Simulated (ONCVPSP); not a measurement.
# u(r) = r·R(r): atom against pseudo-atom (hydrogen (H))

Columns: radius, all-electron u(r) and pseudo u(r) of the 1s shell (level -6.49 eV) of hydrogen in the configuration 1s1; PBE, scalar-relativistic, ONCV scheme, ONCVPSP 4.0.1.

| r (bohr) | all-electron | pseudo |
| --- | --- | --- |
| 0.047 | 0.0861 | 0.0709 |
| 0.095 | 0.1657 | 0.1428 |
| 0.142 | 0.2360 | 0.2115 |
| 0.190 | 0.3007 | 0.2786 |
| 0.237 | 0.3575 | 0.3398 |
| 0.285 | 0.4094 | 0.3971 |
| 0.332 | 0.4546 | 0.4479 |
| 0.380 | 0.4956 | 0.4947 |
| 0.427 | 0.5310 | 0.5356 |
| 0.475 | 0.5627 | 0.5716 |
| 0.522 | 0.5898 | 0.6007 |
| 0.570 | 0.6137 | 0.6242 |
| 0.617 | 0.6337 | 0.6419 |
| 0.665 | 0.6510 | 0.6561 |
| 0.712 | 0.6652 | 0.6676 |
| 0.760 | 0.6770 | 0.6778 |
| 0.807 | 0.6861 | 0.6863 |
| 0.855 | 0.6933 | 0.6934 |
| 0.902 | 0.6984 | 0.6984 |
| 0.950 | 0.7018 | 0.7018 |
| 0.997 | 0.7034 | 0.7034 |
| 1.045 | 0.7036 | 0.7036 |
| 1.092 | 0.7024 | 0.7024 |
| 1.140 | 0.7000 | 0.7000 |
| 1.187 | 0.6965 | 0.6965 |
| 1.235 | 0.6920 | 0.6920 |

Task: How many radial nodes do the two functions have?

Result: The all-electron 1s function has n − l − 1 = 0; the pseudo-wave has 0.

Task: At about which radius was the pseudo-wave matched?

Result: 0.95 bohr. The columns agree to 0.0005 from 0.81 bohr on; several derivatives are matched, so the curves merge somewhat inside the radius.

Task: Is the pseudo-wave norm-conserving?

Result: Yes: the ONCV scheme keeps the norm inside the radius equal to the all-electron one, which fixes the energy derivative of the logarithmic derivative at the level.
